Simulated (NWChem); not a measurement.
System: C₆H₅O, doublet; SMILES c1ccc([O])cc1

Input file for NWChem:

```
start job
memory heap 200 mb stack 900 mb global 1100 mb
geometry units angstroms noautosym nocenter noautoz
  O      0.000000     0.000000    -2.295903
  C      0.000000     0.000000    -1.049945
  C      0.000000     1.237186    -0.290400
  C      0.000000     1.223828     1.086760
  C      0.000000     0.000000     1.783912
  C      0.000000    -1.223828     1.086760
  C      0.000000    -1.237186    -0.290400
  H      0.000000     2.167331    -0.863335
  H      0.000000     2.162560     1.646597
  H      0.000000     0.000000     2.876649
  H      0.000000    -2.162560     1.646597
  H      0.000000    -2.167331    -0.863335
end
basis spherical
  O library 6-31g*
  C library 6-31g*
  H library 6-31g*
end
dft
  odft
  mult 2
  xc m06-2x
  iterations 150
end
cosmo
  dielec 7.6
end
task dft energy
```

Parts of the log:

```
             Northwest Computational Chemistry Package (NWChem) 7.3.0
             --------------------------------------------------------

                             Geometry "geometry" -> ""
                             -------------------------

 Output coordinates in angstroms (scale by  1.889725989 to convert to a.u.)

  No.       Tag          Charge          X              Y              Z
 ---- ---------------- ---------- -------------- -------------- --------------
    1 O                    8.0000     0.00000000     0.00000000    -2.29590300
    2 C                    6.0000     0.00000000     0.00000000    -1.04994500
    3 C                    6.0000     0.00000000     1.23718600    -0.29040000
    4 C                    6.0000     0.00000000     1.22382800     1.08676000
    5 C                    6.0000     0.00000000     0.00000000     1.78391200
    6 C                    6.0000     0.00000000    -1.22382800     1.08676000
    7 C                    6.0000     0.00000000    -1.23718600    -0.29040000
    8 H                    1.0000     0.00000000     2.16733100    -0.86333500
    9 H                    1.0000     0.00000000     2.16256000     1.64659700
   10 H                    1.0000     0.00000000     0.00000000     2.87664900
   11 H                    1.0000     0.00000000    -2.16256000     1.64659700
   12 H                    1.0000     0.00000000    -2.16733100    -0.86333500

 Effective nuclear repulsion energy (a.u.)     260.2264058749

                                 NWChem DFT Module
                                 -----------------

 Summary of "ao basis" -> "ao basis" (spherical)
 ------------------------------------------------------------------------------
       Tag                 Description            Shells   Functions and Types
 ---------------- ------------------------------  ------  ---------------------
 O                           6-31g*                  6       14   3s2p1d
 C                           6-31g*                  6       14   3s2p1d
 H                           6-31g*                  2        2   2s

 in cosmo_initialize ...

 solvent parameters
 solvname_short: unkn
 solvname_long:  unknown
 dielec:        7.6000

          ---------------
          -cosmo- solvent
          ---------------
 Cosmo: York-Karplus, doi: 10.1021/jp992097l
 dielectric constant -eps-     =   7.60
 screen = (eps-1)/(eps    )    =   0.86842
 surface charge correction     = lagrangian

[...]

                                   COSMO solvation results
                                   -----------------------

                 gas phase energy =      -306.682766225974
                 sol phase energy =      -306.691920092799
 (electrostatic) solvation energy =         0.009153866825 (    5.74 kcal/mol)

                    DFT Final Alpha Molecular Orbital Analysis
                    ------------------------------------------

 Vector   23  Occ=1.000000D+00  E=-3.381466D-01
              MO Center= -4.5D-10, -2.0D-09, -1.5D+00, r^2= 2.6D+00
   Bfn.  Coefficient  Atom+Function         Bfn.  Coefficient  Atom+Function
  ----- ------------  ---------------      ----- ------------  ---------------
     4      0.537798   1 O  py                8      0.407359   1 O  py
    34     -0.212999   3 C  s                90      0.212999   7 C  s
    32      0.192416   3 C  py               88      0.192416   7 C  py
    18     -0.191314   2 C  py               33      0.129767   3 C  pz
    89     -0.129767   7 C  pz               36      0.104601   3 C  py

 Vector   24  Occ=1.000000D+00  E=-3.329444D-01
              MO Center=  2.6D-09, -5.1D-09,  3.3D-01, r^2= 3.0D+00
   Bfn.  Coefficient  Atom+Function         Bfn.  Coefficient  Atom+Function
  ----- ------------  ---------------      ----- ------------  ---------------
    31      0.309583   3 C  px               87     -0.309583   7 C  px
    45      0.273247   4 C  px               73     -0.273247   6 C  px
    35      0.227743   3 C  px               91     -0.227743   7 C  px
    49      0.193524   4 C  px               77     -0.193524   6 C  px

 Vector   25  Occ=1.000000D+00  E=-2.779127D-01
              MO Center=  2.6D-10,  9.2D-11, -7.2D-02, r^2= 3.7D+00
   Bfn.  Coefficient  Atom+Function         Bfn.  Coefficient  Atom+Function
  ----- ------------  ---------------      ----- ------------  ---------------
    59      0.339470   5 C  px                3      0.316144   1 O  px
    63      0.281069   5 C  px                7      0.265804   1 O  px
    31     -0.254178   3 C  px               87     -0.254178   7 C  px
    35     -0.220871   3 C  px               91     -0.220871   7 C  px
    17     -0.183802   2 C  px               21     -0.120748   2 C  px

 Vector   26  Occ=0.000000D+00  E= 1.710494D-02
              MO Center=  1.6D-09,  6.5D-10,  4.7D-01, r^2= 3.4D+00
   Bfn.  Coefficient  Atom+Function         Bfn.  Coefficient  Atom+Function
  ----- ------------  ---------------      ----- ------------  ---------------
    49     -0.455204   4 C  px               77      0.455204   6 C  px
    35      0.428054   3 C  px               91     -0.428054   7 C  px
    45     -0.315530   4 C  px               73      0.315530   6 C  px
    31      0.292641   3 C  px               87     -0.292641   7 C  px
    66     -0.032610   5 C  d -2             24      0.028511   2 C  d -2

 Vector   27  Occ=0.000000D+00  E= 3.481937D-02
              MO Center=  2.7D-10, -1.1D-09,  1.6D-01, r^2= 3.7D+00
   Bfn.  Coefficient  Atom+Function         Bfn.  Coefficient  Atom+Function
  ----- ------------  ---------------      ----- ------------  ---------------
    63      0.489315   5 C  px               21      0.479226   2 C  px
    17      0.402569   2 C  px               59      0.325527   5 C  px
    49     -0.319138   4 C  px               77     -0.319138   6 C  px
     7     -0.281506   1 O  px                3     -0.239380   1 O  px
    45     -0.224092   4 C  px               73     -0.224092   6 C  px

[...]
```

Level: M06-2X/6-31G* (spherical d), spin-unrestricted, COSMO on the gas-phase geometry. In the optimisation the excess spin sits in b1 (C2v, its own frame). Coordinates come from a PBE0/def2-SVP, spin-unrestricted optimisation. Not confirmed as a minimum by frequencies. No stability test was run on the SCF state. COSMO prints the solvation energy as gas minus solution, so a positive value is a stabilisation.
